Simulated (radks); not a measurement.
Question: Ce XXXI, configuration [Ar] 3d10. Method: scalar-relativistic Kohn-Sham, exchange-only LDA, spin-polarised, spherical densities, point nucleus; computed with a radial shooting solver on a logarithmic mesh with Libxc functionals. Some entries of the table are withheld. Estimate them.

| orbital | occ. | eigenvalue (hartree) | <1/r> (bohr^-1) | <r> (bohr) |
|---|---|---|---|---|
| 1s | 2 | -1518.337 | 63.30 | 0.02459 |
| 2s | 2 | -275.5279 | (1) | 0.1051 |
| 2p | 6 | (2) | 13.85 | 0.09214 |
| 3s | 2 | (3) | 5.404 | (4) |
| 3p | 6 | (5) | 5.134 | (6) |
| 3d | 10 | -68.68946 | 4.888 | 0.2454 |

Answer: 
(1) 2s <1/r> (bohr^-1): 14.62
(2) 2p eigenvalue (hartree): -251.1006
(3) 3s eigenvalue (hartree): -87.30296
(4) 3s <r> (bohr): 0.2739
(5) 3p eigenvalue (hartree): -79.50843
(6) 3p <r> (bohr): 0.2705
